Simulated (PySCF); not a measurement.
chloroform (CHCl₃), singlet, at a GFN2-xTB geometry, with bond 5-1 at 1.25 times its length; PBE0/STO-3G (PySCF).

Here is a job for PySCF.
```python
from pyscf import gto, scf, dft

mol = gto.Mole()
mol.atom = '''
    C    -0.001023    0.007108    0.481001
    H    -0.003344    0.023236    1.572333
    Cl    0.009258    1.673966   -0.112156
    Cl    1.446620   -0.846731   -0.071848
    Cl   -1.818895   -1.040665   -0.218064
'''
mol.basis = 'sto-3g'
mol.charge = 0
mol.spin = 0
mol.verbose = 4
mol.build()

mf = dft.RKS(mol)
mf.xc = 'pbe0'
mf.kernel()
mo_i, mo_e, stable_i, stable_e = mf.stability(internal=True, external=True, return_status=True, nroots=6, tol=1e-6)
print('internally stable:', stable_i, ' externally stable:', stable_e)
if not stable_e:
    umf = mf.to_uhf() if not hasattr(mf, 'xc') else mf.to_uks()
    umf.scf_summary = {}
    umf.kernel(umf.make_rdm1(mo_e, umf.mo_occ))
```

It wrote (shortened):

```
PySCF version 2.14.0

[INPUT] verbose = 4
[INPUT] num. atoms = 5
[INPUT] num. electrons = 58
[INPUT] charge = 0
[INPUT] spin (= nelec alpha-beta = 2S) = 0
[INPUT] symmetry False subgroup None
[INPUT] Mole.unit = angstrom
[INPUT] Symbol           X                Y                Z      unit          X                Y                Z       unit  Magmom
[INPUT]  1 C     -0.001023000000   0.007108000000   0.481001000000 AA   -0.001933189825   0.013432173293   0.908960155642 Bohr   0.0
[INPUT]  2 H     -0.003344000000   0.023236000000   1.572333000000 AA   -0.006319244161   0.043909676230   2.971278746616 Bohr   0.0
[INPUT]  3 Cl     0.009258000000   1.673966000000  -0.112156000000 AA    0.017495084461   3.163337281834  -0.211944123227 Bohr   0.0
[INPUT]  4 Cl     1.446620000000  -0.846731000000  -0.071848000000 AA    2.733715606318  -1.600089691179  -0.135773042598 Bohr   0.0
[INPUT]  5 Cl    -1.818895000000  -1.040665000000  -0.218064000000 AA   -3.437213399341  -1.966571837420  -0.412081237627 Bohr   0.0

nuclear repulsion = 245.320224971781
number of shells = 19
number of NR pGTOs = 99
number of NR cGTOs = 33
basis = sto-3g
ecp = {}

******** <class 'pyscf.dft.rks.RKS'> ********
method = RKS
initial guess = minao
damping factor = 0
level_shift factor = 0
DIIS = <class 'pyscf.scf.diis.CDIIS'>
diis_start_cycle = 1
diis_space = 8
diis_damp = 0
SCF conv_tol = 1e-09
SCF conv_tol_grad = None
SCF max_cycles = 50
direct_scf = True
direct_scf_tol = 1e-13
XC library pyscf.dft.libxc version 7.1.2
    S. Lehtola, C. Steigemann, M. J. T. Oliveira, and M. A. L. Marques,  SoftwareX 7, 1–5 (2018)
XC functionals = pbe0
    C. Adamo and V. Barone,  J. Chem. Phys. 110, 6158 (1999)
    M. Ernzerhof and G. E. Scuseria,  J. Chem. Phys. 110, 5029 (1999)
radial grids:
    Treutler-Ahlrichs [JCP 102, 346 (1995); DOI:10.1063/1.469408] (M4) radial grids

becke partition: Becke, JCP 88, 2547 (1988); DOI:10.1063/1.454033
pruning grids: <function nwchem_prune>
grids dens level: 3
symmetrized grids: False
atomic radii adjust function: <function treutler_atomic_radii_adjust>
small_rho_cutoff = 0
Set gradient conv threshold to 3.16228e-05
Initial guess from minao.
tot grids = 80568
init E= -1402.52592014404
cycle= 1 E= -1403.09276228728  delta_E= -0.567  |g|= 0.682  |ddm|= 2.85
cycle= 2 E= -1402.57637831883  delta_E= 0.516  |g|= 1.34  |ddm|= 3.09
cycle= 3 E= -1403.30475759223  delta_E= -0.728  |g|= 0.0366  |ddm|= 2.14
cycle= 4 E= -1403.30507141891  delta_E= -0.000314  |g|= 0.0233  |ddm|= 0.148
cycle= 5 E= -1403.30547648259  delta_E= -0.000405  |g|= 0.0027  |ddm|= 0.0712
cycle= 6 E= -1403.30547859602  delta_E= -2.11e-06  |g|= 0.000894  |ddm|= 0.00354
cycle= 7 E= -1403.30547896091  delta_E= -3.65e-07  |g|= 3.35e-05  |ddm|= 0.00168
cycle= 8 E= -1403.3054789615  delta_E= -5.93e-10  |g|= 3.62e-06  |ddm|= 8.04e-05
Extra cycle  E= -1403.3054789615  delta_E= 8.64e-12  |g|= 6.38e-06  |ddm|= 1.51e-05
converged SCF energy = -1403.3054789615
rhf_internal: lowest eigs of H = [0.62554567 0.6275459  0.7974088  0.85963979 0.92664328 1.08650005]
<class 'pyscf.dft.rks.RKS'> wavefunction is stable in the internal stability analysis
rhf_real2complex: lowest eigs of H = [0.12064235 0.12095793 0.17993824 0.19292272 0.21040559 0.21301059]
<class 'pyscf.dft.rks.RKS'> wavefunction is stable in the real -> complex stability analysis
rhf_external: lowest eigs of H = [0.08118368 0.09459209 0.09501042 0.18647849 0.19823989 0.19874092]
<class 'pyscf.dft.rks.RKS'> wavefunction is stable in the RHF/RKS -> UHF/UKS stability analysis
internally stable: True  externally stable: True
```
